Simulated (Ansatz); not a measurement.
C2H7GeN can be A, `C/C=[N]\[GeH3]`, or B, `C[N](C)[GeH]`.

Computed with Ansatz on PBE0-D4/def2-TZVP structures; ΔE is electronic, products minus reactants. CCSD(T)/CBS is the MP2 limit (def2-TZVPP, def2-QZVPP) plus CCSD(T) − MP2 in def2-TZVPP, frozen cores. Functionals use def2-TZVPP. B3LYP here is the variant with VWN-RPA as its local correlation; programs differ in this. For Ge outer-core shells are correlated without core-valence functions, which leaves a few kJ/mol of doubt a bond. Scalar relativity is left out up to krypton.

A:

```xyz
11

C     0.688   -0.221   -1.331
C    -0.502   -0.869   -0.696
N    -1.040   -0.648    0.422
Ge   -0.407    0.639    1.611
H     1.450   -0.977   -1.544
H     0.402    0.215   -2.293
H     1.128    0.558   -0.707
H    -0.960   -1.654   -1.319
H    -0.486    2.050    0.992
H     1.049    0.348    2.027
H    -1.322    0.559    2.838
```

B:

Z-matrix (Å, degrees):
```
C
N 1 1.445
H 1 1.098 2 111.1
H 1 1.098 2 111.1 3 -119.5
H 1 1.091 2 110.5 3 120.2
C 2 1.443 1 112.4 3 59.6
Ge 2 1.823 1 119.9 3 -120.4
H 6 1.098 2 110.9 1 -59.9
H 6 1.088 2 110.3 1 179.6
H 6 1.098 2 110.9 1 59.1
H 7 1.602 2 93.2 1 -180.0
```

Which is lower in electronic energy at CCSD(T)/CBS, and by how much? (Estimate.)

The calculation gave: B, by 15.1 kJ/mol.

Give E(B) − E(A) in kJ/mol with CCSD(T)/def2-TZVPP, MP2/def2-TZVPP, r2SCAN-D4, PBE0-D4, B2PLYP, B3LYP-D4, HF/def2-TZVPP. (An estimate is asked.)

Ansatz gave: CCSD(T)/def2-TZVPP -4.9, MP2/def2-TZVPP -5.4, r2SCAN-D4 -8.5, PBE0-D4 -17.9, B2PLYP -13.3, B3LYP-D4 -22.3, HF/def2-TZVPP 12.1. The order is the other way round with HF/def2-TZVPP.

Largest T1 diagnostic: 0.016.

From PBE to PBE0 (25 % exact exchange), in def2-TZVPP and without D4, E(B) − E(A) moves by +5.6 kJ/mol. In def2-TZVPP, CCSD(T) changes the Hartree–Fock value by −17.0 kJ/mol (the triples alone add −0.7 kJ/mol) and MP2 by −17.5 kJ/mol.
